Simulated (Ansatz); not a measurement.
Two isomers of C2H8BNSi: A = `CN1CB[SiH2]1`, B = `C=CB(N)[SiH3]`.

Computed with Ansatz on PBE0-D4/def2-TZVP structures; ΔE is electronic, products minus reactants. CBS: MP2 limit from def2 TZ/QZ plus the TZ coupled-cluster correction, frozen cores. DFT in def2-TZVPP. B3LYP here is the variant with VWN-RPA as its local correlation; programs differ in this. One conformer a species, not always the lowest.

Which is lower in electronic energy at CCSD(T)/CBS, and by how much? (Estimate.)

Ansatz gave: B, by 176.1 kJ/mol.

Give E(B) − E(A) in kJ/mol with CCSD/def2-TZVPP, ωB97M-V, B3LYP, PBE-D4, HF/def2-TZVPP, PBE0-D4, r2SCAN-D4. (Estimate.)

Computed: CCSD/def2-TZVPP -175.2, ωB97M-V -169.3, B3LYP -184.5, PBE-D4 -170.8, HF/def2-TZVPP -177.3, PBE0-D4 -162.3, r2SCAN-D4 -173.9. None reverses the order clearly.

Largest T1 diagnostic: 0.013.

From PBE to PBE0 (25 % exact exchange), in def2-TZVPP and without D4, E(B) − E(A) moves by +9.0 kJ/mol.
